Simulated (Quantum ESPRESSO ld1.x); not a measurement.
Values are calculated unless marked as measured or tabulated.
Problem. These are the eigenvalues of the occupied orbitals of an atom or ion with whole-number occupations (eV). Level of theory: scalar-relativistic Kohn-Sham, LDA (Slater exchange, VWN5 correlation), spin-polarised, spherical densities, point nucleus (ld1.x of Quantum ESPRESSO 7.5).

1s up: -13295.928
1s down: -13295.863
2s up: -1730.539
2s down: -1730.496
2p up: -1527.855
2p down: -1527.794
3s up: -237.217
3s down: -237.131
3p up: -173.236
3p down: -173.139
3d up: -67.041
3d down: -66.915
4s up: -20.645
4s down: -19.944
4p up: -8.304
4p down: -7.654

Which element is it, and in what charge state? The configuration may be excited. Open shells, if any, are filled with parallel spins first.

Solution. Z = 35, bromine, charge 0: Br in [Ar] 3d10 4s2 4p5. The list shows which subshells hold electrons but not how many an open one holds; the 1s level, -488.62 hartree, gives Z - s = 31.3 by -(Z - s)^2/2, which with screening and relativity narrows Z to a few neighbours, and the depths of the outer levels then fix element, charge and occupations together.
